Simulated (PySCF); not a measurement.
# From a computed spectrum to the compound

A species of 7 atoms with charge 1 has these harmonic modes (PBE0, small Gaussian bases with core potentials, PySCF 2.14.0):

```tsv
cm⁻¹	km/mol	symmetry
129	0.0	a1
249	0.0	a2
262	2.1	b1
352	21.2	b2
428	38.3	a1
594	167.3	b2
602	0.0	a2
609	45.9	a1
624	506.9	b1
1497	35.7	b2
1507	34.3	a1
3512	137.2	b2
3517	71.0	a1
3599	56.1	b2
3600	40.5	a1
```

Question: Which species is it, and in which structure?

Answer: [Nd(NH2)2]+ (singlet in the valence; each metal's 4f electrons, 3 of them, lie in its core potential, out of spins and levels):
```xyz
7

Nd    0.0000    0.1423   -0.2021
N     1.6869   -0.6011    0.8539
H     1.6205   -1.1894    1.6895
H     2.6858   -0.4742    0.6735
N    -1.6869   -0.6011    0.8539
H    -2.6858   -0.4742    0.6735
H    -1.6205   -1.1894    1.6895
```
Ideal gas at 298.15 K and 1 bar: S = 326.0 J/(mol K), Cp = 86.1 J/(mol K), H − H(0 K) = 17.6 kJ/mol (rigid rotor, harmonic modes, spin degeneracy alone, that of the 4f electrons in the core included). An lcecp potential fixes the number of 4f electrons, so in runs with it no electron can move into or out of that shell.
 The answer isn't unique; the calculation gave this one.
